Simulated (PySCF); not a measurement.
From computed data to an observable: refractive index and permittivity of the vapour

Si(Me)(OMe) (C2H6OSi), SMILES CO[Si]C (connectivity only; charge and spin as stated), neutral, multiplicity 1.

Geometry optimised at PBE0-D3(BJ)/def2-SVP. Other conformers were not sampled.

PBE0/def2-TZVP (PySCF) gives a mean static polarisability of 59.5 bohr³ and a dipole moment of 2.15 D. Take an ideal gas at 298.15 K and 0.1 bar, whether or not the substance is that volatile.

### Question
Work out n − 1 in the optical limit and the static ε − 1.

### Answer

Polarisability volume α' = 59.5 × 0.148185 = 8.82 Å³. Number density N = p/kT = 2.43e-6 Å⁻³.
Dilute limit of Lorentz–Lorenz: n − 1 = 2π N α' = 0.00013.
Orientation term of Debye: μ²/(3kT) = 8.098 Å³ × μ²(D²) = 37.43 Å³.
ε − 1 = 4π N (α' + μ²/3kT) = 0.0014. Orientation of the dipole supplies 81 % of the static response; it can't follow optical fields. Vibrational polarisation and dispersion are left out.
